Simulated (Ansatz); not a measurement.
`C[Si](C)(F)BF` from Hartree–Fock to CCSD(T)

```xyz
13

C    -1.572    0.734   -0.002
Si    0.069   -0.016   -0.474
C     0.313   -1.669    0.353
F     0.055   -0.263   -2.070
B     1.611    1.255   -0.055
F     1.809    1.603    1.210
H    -2.390    0.047   -0.232
H    -1.754    1.669   -0.536
H    -1.599    0.947    1.070
H     1.240   -2.147    0.028
H    -0.516   -2.343    0.120
H     0.358   -1.549    1.439
H     2.377    1.732   -0.852
```

Charge 0, multiplicity 1. All single points use the PBE0-D4/def2-TZVP geometry. It is one conformer, not always the lowest. Frozen core, restricted reference, Ansatz. CBS rows extrapolate triple and quadruple zeta; past MP2 they add the triple-zeta difference.

```
     basis     HF (Eh)  MP2 corr.  CCSD corr.       (T)  CCSD(T) total
def2-TZVPP           ?   -1.06572           ?  -0.03725              ?
def2-QZVPP  -592.60280   -1.15261           –         –              –
 CBS(def2)  -592.60600          ?           ?     as TZ              ?
```

Fill in the withheld values. (Best estimate.)

Computed: def2-TZVPP HF (Eh): -592.57955; def2-TZVPP CCSD corr.: -1.11305; def2-TZVPP CCSD(T) total: -593.72985; CBS(def2) MP2 corr.: -1.21697; CBS(def2) CCSD corr.: -1.26429; CBS(def2) CCSD(T) total: -593.90754.
